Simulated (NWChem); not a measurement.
Correlation energy of CCl$_{2}$

```xyz
3

Cl     1.4022     0.0000     0.1491
C      0.0000     0.0000    -0.8450
Cl    -1.4022     0.0000     0.1491
```
Charge 0, spin multiplicity 1.

The numbers come from NWChem runs, not from measurements. All single points use one geometry, from PBE0/def2-SVP, a minimum by its harmonic frequencies.

Basis set: STO-3G. Each correlation energy counts from its own Hartree-Fock reference.

The correlated methods keep 11 core orbitals frozen. The structure started from a generated list of species. Coupled-cluster values serve here as a point of comparison, not as the truth.

Task: One of these methods gave a correlation energy of -65.1 mHa. Which?
A. CR-CCSD(T)
B. CCSD
C. MP2
D. SCS-MP2

Result: C, MP2. The others give -67.7 (SCS-MP2), -85.0 (CCSD), -88.6 (CR-CCSD(T)).
